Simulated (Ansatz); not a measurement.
`CSB[SiH3]`. Total charge 0; spin multiplicity 1. All single points use the PBE0-D4/def2-TZVP geometry. It is one conformer, not always the lowest.

```xyz
11

C    -0.094   -2.403   -0.199
S    -0.708   -0.843    0.484
B     0.284    0.429   -0.184
Si   -0.113    2.321    0.359
H    -0.899   -2.890   -0.747
H     0.219   -3.048    0.622
H     0.746   -2.210   -0.863
H     1.168    0.150   -0.940
H    -0.430    3.142   -0.845
H    -1.257    2.424    1.306
H     1.085    2.928    1.007
```

(1) What is the dipole moment at ωB97M-V/def2-TZVPP? (Estimate.)

(2) And with PBE, r2SCAN, B3LYP? (Best estimate.)

(3) Give the Mulliken charges with ωB97M-V, PBE, r2SCAN in def2-TZVPP. (An estimate is asked.)

Answers

(1) The calculation gave: 2.37 D, with components (0.41, -2.26, -0.60) D in this frame, pointing from negative to positive charge.

(2) The calculation gave: PBE 2.44 D, r2SCAN 2.44 D, B3LYP 2.39 D.

(3) Computed: 
| atom | ωB97M-V | PBE | r2SCAN |
| --- | --- | --- | --- |
| C1 | -0.32 | -0.25 | -0.14 |
| S2 | 0.00 | -0.03 | -0.03 |
| B3 | -0.09 | 0.01 | -0.03 |
| Si4 | 0.03 | 0.06 | 0.17 |
| H5 | 0.14 | 0.12 | 0.09 |
| H6 | 0.14 | 0.12 | 0.09 |
| H7 | 0.13 | 0.12 | 0.09 |
| H8 | 0.07 | 0.02 | 0.00 |
| H9 | -0.03 | -0.06 | -0.08 |
| H10 | -0.03 | -0.06 | -0.08 |
| H11 | -0.03 | -0.06 | -0.08 |

B3LYP here is the variant with VWN-RPA as its local correlation; programs differ in this.
